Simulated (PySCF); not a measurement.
Cartesian coordinates in Å; atom numbers follow the order of the lines, from 1:
```xyz
11

N     3.6079   -0.4697   -0.5523
C     2.6065   -0.2530   -0.0407
Si    0.9733    0.1159    0.7898
N    -0.1911   -0.1329   -0.4595
Si   -1.9177    0.0528   -0.3947
H     1.0332    1.5014    1.2659
H     0.7790   -0.8469    1.8737
H     0.1843   -0.2430   -1.3885
H    -2.4612   -0.8413   -1.4154
H    -2.2998    1.4428   -0.6650
H    -2.3090   -0.3235    0.9607
```

Rapidly exchanging positions averaged, no relativistic terms, in vacuum, a single conformation. Shieldings: GIAO PBE0/pcSseg-1; structure optimised with GFN2-xTB; PySCF 2.14.0 with density-fitted response routines.

Shifts are taken against calculated references (same method and geometry level): TMS for ¹³C (σref 186.93) and ¹H (σref 31.72) and ²⁹Si (σref 349.16); NH3 for ¹⁵N (σref 267.73).

```json
{"atoms": "Si3", "nucleus": "²⁹Si", "count": "1", "δ (ppm)": "?"}
{"atoms": "H6/H7", "nucleus": "¹H", "count": "2", "δ (ppm)": "5.03"}
{"atoms": "Si5", "nucleus": "²⁹Si", "count": "1", "δ (ppm)": "-55.0"}
{"atoms": "N4", "nucleus": "¹⁵N", "count": "1", "δ (ppm)": "?"}
{"atoms": "H8", "nucleus": "¹H", "count": "1", "δ (ppm)": "-0.26"}
{"atoms": "N1", "nucleus": "¹⁵N", "count": "1", "δ (ppm)": "361.9"}
{"atoms": "C2", "nucleus": "¹³C", "count": "1", "δ (ppm)": "124.9"}
{"atoms": "H9/H10/H11", "nucleus": "¹H", "count": "3", "δ (ppm)": "4.75"}
```

Task: Fill in the missing shifts.

Result: 
- N4: -5.2 ppm, nitrogen bonded to 2 Si, H
- Si3: -61.5 ppm, silicon bonded to C, N, 2 H

The OH or NH signal is concentration- and solvent-dependent in practice; the value given is the gas-phase one. Shifts are as computed. Against solution values, carbons near 30 ppm lie about +3 ppm off and those near 130 ppm about +5 ppm (rms about the fit 2.1 ppm; single classes can miss by 10 ppm). Of 1328 compounds with measured shifts, 309 miss one by over three times the rms of a fit or turn the order of signals round; such compounds aren't used in these exercises. Signals without a measured value on file couldn't be tested in this way; 1H shifts scatter by 0.2 ppm about their fit, and single ones miss by 0.5 ppm. Experimental scales use liquid or dissolved standards, which lie at an offset from isolated NH3 (liquid NH3: subtract about 20 ppm). Unscaled 15N shifts of sp2 nitrogen often come out too high even then, by a few to some tens of ppm.
